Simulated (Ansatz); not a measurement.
`C[Si]O` + CH₃OH → `CO[Si]O` + CH₄ at 400 K and 1 bar (ligand exchange at the Si–C bond).

Computed with Ansatz on PBE0-D4/def2-TZVP structures; ΔE is electronic, products minus reactants. CBS: MP2 limit from def2 TZ/QZ plus the TZ coupled-cluster correction, frozen cores. This one scheme is used for every species. One conformer a species, not always the lowest.

| species | CCSD(T)/CBS energy (Eh) | H − E (kJ/mol) | S (J/(mol·K)) |
| --- | --- | --- | --- |
| `C[Si]O` | -404.71755 | 153.0 | 313.4 |
| CH₃OH | -115.61712 | 151.2 | 252.6 |
| `CO[Si]O` | -479.93637 | 174.7 | 335.6 |
| CH₄ | -40.46206 | 131.3 | 197.2 |

H − E and S are ideal-gas, rigid-rotor, harmonic terms from PBE0-D4/def2-TZVP, for one conformer and one mirror image of each species. 1 Eh = 2625.50 kJ/mol, R = 8.31446 J/(mol·K).

By hand: ΔE, ΔH, ΔS and ΔG.

ΔE = (-479.93637) + (-40.46206) − (-404.71755) − (-115.61712) = -0.06376 Eh = -167.4 kJ/mol. Δ(H − E) = 174.7 + 131.3 − 153.0 − 151.2 = 1.8, so ΔH = -165.6 kJ/mol. ΔS = 335.6 + 197.2 − 313.4 − 252.6 = -33.2 J/(mol·K). ΔG = -165.6 − 400 × (-33.2)/1000 = -152.3 kJ/mol.

By hand: the equilibrium constant, and the temperature at which ΔG would vanish if ΔH and ΔS stayed fixed.

log₁₀ K = −ΔG/(RT ln 10) = 19.9. ΔG = 0 at ΔH/ΔS = 4988 K, far beyond where these terms or the molecules hold.

ΔH outweighs TΔS. A doubt of 5 kJ/mol in ΔE shifts log₁₀ K by 0.7 here. Other conformers and mirror images would add mixing entropy, several J/(mol·K) or more a flexible species. These are equilibria of isolated gas molecules and say nothing of rates. Largest T1 diagnostic: 0.014 (customary marks: 0.02 for closed shells, 0.045 for open ones).
